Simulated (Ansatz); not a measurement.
An input meant for the cluster Si₂S₂²⁻ (charge -2, singlet; atoms displaced at random, 0.03 Å in each coordinate).

```yaml
crystal:
  periodic: [false, false, false]
  atoms:
    - {symbol: Si, position_ang: [0.459094, -1.495783, 0.012102]}
    - {symbol: Si, position_ang: [0.159094, -1.495783, 0.012102]}
    - {symbol: S, position_ang: [-1.587430, -0.055240, -0.018696]}
    - {symbol: S, position_ang: [1.585984, 0.091380, 0.090502]}
basis:
  gaussian: {orbitals: "6-31++G**", nuclear_model: gaussian}
total_charge: -2
hamiltonian: {xc: {name: revPBE0}, pseudopotentials: {relativity: scalar}}
scf: {lower_state_search: off}
output: {forces: true}
```

```sh
$ ansatz run in.yaml --threads 4 --pin off --events-out ev --progress --plain --max-ram 3916MiB
```

It prints (some lines left out):

```
Functional definition: revPBE0
779 factors; integrals over basis functions are off by at most 5.8e-4 eV
mean field evaluation 1: about -35381.6039 eV, gradient 6.8e1 eV
mean field evaluation 2: about -35382.7741 eV, gradient 3.0e1 eV
mean field evaluation 4: about -35385.3428 eV, gradient 5.8e0 eV
mean field evaluation 8: about -35386.0008 eV, gradient 6.9e-1 eV
mean field evaluation 16: about -35386.0027 eV, gradient 1.3e-3 eV
a density is far from that of the atoms, so the factors are made again for it
847 factors; integrals over basis functions are off by at most 8.9e-5 eV
mean field -35386.00287258 eV, -1300.4116200729 hartree, gradient 3.0e-6 eV, S^2 0.000000; 0 other end points of the search recorded, 2 dependent functions left out
reference -35386.00289763 eV, -1300.4116209937 hartree; 31, 31 occupied and 59, 59 virtual orbitals, 847 factors
Total energy: -35386.00289763 eV, -1300.4116209937 hartree
Relativity: scalar
Atom 0 at     0.459094    -1.495783     0.012102 Å, force 15365.614255   -15.924639    -0.268339 eV/Å
Atom 1 at     0.159094    -1.495783     0.012102 Å, force -15367.369050    10.605859     0.001454 eV/Å
Atom 2 at    -1.587430    -0.055240    -0.018696 Å, force    -2.470130    -0.105689    -0.033716 eV/Å
Atom 3 at     1.585984     0.091380     0.090502 Å, force     4.224926     5.424469     0.300601 eV/Å
Dipole moment:     0.629088    -1.408492    -0.012544 e Å
Checks for a lower state left out: stability, starts, cluster_reference, orbital_swaps, neighbouring_geometries, increment
```

Task: Something in this input is off. What?

Result: One atom was put on top of another. The run converged. The result belongs to that input, not to the species as meant.
